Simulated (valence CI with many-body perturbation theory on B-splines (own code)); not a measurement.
**E1 transitions of Co21+**

Computed by relativistic CI+MBPT: four valence electrons over a frozen Dirac-Fock core [He], a basis of 11 s, 11 p, 9 d, 7 f, 5 g, 2 h, 1 i functions for each j, with the one-electron correlation potential Σ1, the two-electron term Σ2, the three-electron term Σ3, Breit, model QED; selected CI, second order for the rest (own B-spline code, finite nucleus).

No measured spectrum was set against this ion. As an estimate, levels of excited configurations hold to 0.05 to 0.15 % of their energy, terms of the ground configuration to about 0.5 %. Among the levels kept, up to 250 cm⁻¹ of a level comes from second order outside the variational space, and about a tenth of that is noise between levels of different J, which matters for small intervals.

Lines 151 to 200 of 271 in falling wavelength, among levels below 1180.4 eV, chosen from the strongest by gf and those to the six lowest levels. Wavelengths and rates use the calculated energies, so an error of 600 cm⁻¹ moves a line at 11.70 Å by 0.007 % and its rate by three times that or more. Electric multipoles are in the length gauge, E1 and E2 with the static RPA response of the core. Weak lines are less certain than strong ones. Lines between different terms over intervals too small for the method are left out, as are lines whose strength nearly cancels. The highest levels of a list are the least certain.

Names give the largest LS component (configuration and term), which can be under half, so a name can repeat, a term be missing and a line seem to break the LS rules; names also repeat where a configuration has a term twice. Letters in brackets count levels of one name in rising energy.

```tsv
λ vac (Å)	Upper	Lower	A (s⁻¹)	S (a.u.) with core polarisation	S without
11.70	2s2p²3d ³F_2 [b]	2s2p³ ³D°_2	4.54e+12	1.79e-02	1.79e-02
11.69	2s2p²3d ³F_3	2s2p³ ³D°_3	1.07e+12	5.91e-03	5.92e-03
11.69	2s2p²3d ³F_2 [b]	2s2p³ ³D°_1	2.27e+12	8.95e-03	8.97e-03
11.68	2s2p²3d ⁵P_3	2s2p³ ³D°_2	1.28e+12	7.03e-03	7.05e-03
11.67	2s²2p3d ³F°_3	2s²2p² ¹D_2	2.55e+11	1.40e-03	1.40e-03
11.66	2s²2p3d ³P°_2 [a]	2s²2p² ¹D_2	1.17e+12	4.57e-03	4.57e-03
11.66	2s2p²3d ³P_1	2s2p³ ³D°_1	2.35e+12	5.50e-03	5.51e-03
11.65	2s2p²3d ³F_3	2s2p³ ³D°_2	9.10e+12	4.97e-02	4.97e-02
11.65	2s²2p3d ³P°_1	2s²2p² ¹S_0	1.30e+11	3.05e-04	3.05e-04
11.62	2s2p²3d ³F_4	2s2p³ ³D°_3	1.20e+13	8.34e-02	8.35e-02
11.58	2s2p²3d ³D_2	2s2p³ ³D°_3	2.02e+12	7.75e-03	7.76e-03
11.57	2s2p²3d ³D_3	2s2p³ ³D°_3	6.31e+12	3.38e-02	3.39e-02
11.56	2s²2p3d ¹P°_1	2s²2p² ¹S_0	1.39e+13	3.19e-02	3.20e-02
11.55	2s2p²3p ³S°_1	2s²2p² ¹S_0	7.39e+12	1.69e-02	1.69e-02
11.54	2s2p²3d ³D_2	2s2p³ ³D°_1	3.46e+12	1.31e-02	1.31e-02
11.53	2s2p²3d ³D_3	2s2p³ ³D°_2	7.51e+12	3.98e-02	3.99e-02
11.53	2s²2p3d ³F°_2	2s²2p² ³P_2	2.02e+12	7.62e-03	7.63e-03
11.53	2s2p²3s ³D_3	2s2p³ ⁵S°_2	3.33e+10	1.76e-04	1.76e-04
11.52	2s²2p3d ¹D°_2	2s²2p² ¹D_2	2.98e+12	1.12e-02	1.13e-02
11.51	2s2p²3p ⁵P°_1	2s²2p² ¹S_0	5.95e+11	1.34e-03	1.34e-03
11.49	2s²2p3d ³D°_3	2s²2p² ¹D_2	1.62e+12	8.48e-03	8.50e-03
11.49	2s2p²3d ⁵F_1	2s2p³ ⁵S°_2	1.06e+11	2.38e-04	2.39e-04
11.47	2s2p²3d ⁵F_2	2s2p³ ⁵S°_2	9.71e+11	3.62e-03	3.63e-03
11.47	2s²2p3d ³F°_3	2s²2p² ³P_2	8.30e+12	4.33e-02	4.33e-02
11.47	2s²2p3d ³P°_1	2s²2p² ¹D_2	1.49e+12	3.33e-03	3.33e-03
11.47	2s²2p3d ³P°_2 [a]	2s²2p² ³P_2	1.91e+12	7.10e-03	7.11e-03
11.47	2s²2p3d ³P°_2 [b]	2s²2p² ¹D_2	7.95e+12	2.96e-02	2.96e-02
11.47	2s²2p3d ³F°_2	2s²2p² ³P_1	1.93e+11	7.17e-04	7.18e-04
11.45	2s2p²3p ⁵D°_1	2s²2p² ¹D_2	3.27e+11	7.26e-04	7.27e-04
11.45	2s2p²3d ⁵F_3 [a]	2s2p³ ⁵S°_2	3.51e+12	1.82e-02	1.82e-02
11.44	2s²2p3d ³D°_1	2s²2p² ³P_2	2.65e+11	5.88e-04	5.89e-04
11.40	2s²2p3d ³P°_2 [a]	2s²2p² ³P_1	1.43e+13	5.23e-02	5.24e-02
11.39	2s²2p3d ¹F°_3	2s²2p² ¹D_2	3.41e+13	1.74e-01	1.74e-01
11.39	2s²2p3d ¹P°_1	2s²2p² ¹D_2	1.02e+12	2.23e-03	2.24e-03
11.38	2s²2p3d ³D°_1	2s²2p² ³P_1	3.86e+12	8.43e-03	8.44e-03
11.37	2s2p²3d ⁵D_2	2s2p³ ⁵S°_2	5.13e+12	1.86e-02	1.86e-02
11.37	2s2p²3d ⁵D_1	2s2p³ ⁵S°_2	2.01e+12	4.39e-03	4.39e-03
11.36	2s2p²3d ⁵F_3 [b]	2s2p³ ⁵S°_2	1.13e+13	5.74e-02	5.75e-02
11.34	2s2p²3d ³F_2 [a]	2s2p³ ⁵S°_2	3.93e+11	1.42e-03	1.42e-03
11.33	2s²2p3d ¹D°_2	2s²2p² ³P_2	2.34e+12	8.38e-03	8.40e-03
11.30	2s²2p3d ³D°_3	2s²2p² ³P_2	2.19e+13	1.09e-01	1.09e-01
11.30	2s2p²3d ³F_2 [b]	2s2p³ ⁵S°_2	5.34e+11	1.90e-03	1.90e-03
11.28	2s²2p3d ³P°_1	2s²2p² ³P_2	4.45e+12	9.45e-03	9.47e-03
11.28	2s2p²3d ⁵P_3	2s2p³ ⁵S°_2	1.68e+13	8.34e-02	8.35e-02
11.28	2s²2p3d ³P°_2 [b]	2s²2p² ³P_2	1.10e+13	3.89e-02	3.89e-02
11.27	2s2p²3p ⁵P°_3	2s²2p² ¹D_2	2.34e+11	1.16e-03	1.15e-03
11.27	2s²2p3d ¹D°_2	2s²2p² ³P_1	9.15e+12	3.23e-02	3.24e-02
11.27	2s²2p3d ³D°_1	2s²2p² ³P_0	2.27e+13	4.80e-02	4.81e-02
11.26	2s2p²3d ³P_1	2s2p³ ⁵S°_2	1.30e+11	2.75e-04	2.75e-04
11.26	2s2p²3p ⁵D°_1	2s²2p² ³P_2	1.30e+12	2.74e-03	2.75e-03
```
